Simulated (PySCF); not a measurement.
C3H12Si3, SMILES [SiH3]C(C=C)([SiH3])[SiH3].

Coordinates come from a PBE-D3(BJ)/def2-SVP optimisation. This is a generated structure with no PubChem entry under its InChIKey; it may be hypothetical. One conformer was computed; it need not be the lowest.

All values below come from CAM-B3LYP/def2-TZVP in PySCF.

Symmetry labels are those of the subgroup Cs that the program uses (full group Cs).

Computed valence orbital energies around the gap with their symmetry:
```csv
orbital,symmetry,energy (eV)
HOMO−7,A',-11.55
HOMO−6,A",-11.25
HOMO−5,A',-11.05
HOMO−4,A',-10.94
HOMO−3,A",-10.84
HOMO−2,A",-10.57
HOMO−1,A',-9.84
HOMO,A",-8.57
LUMO,A",0.65
LUMO+1,A',1.03
LUMO+2,A',1.52
LUMO+3,A",1.75
```
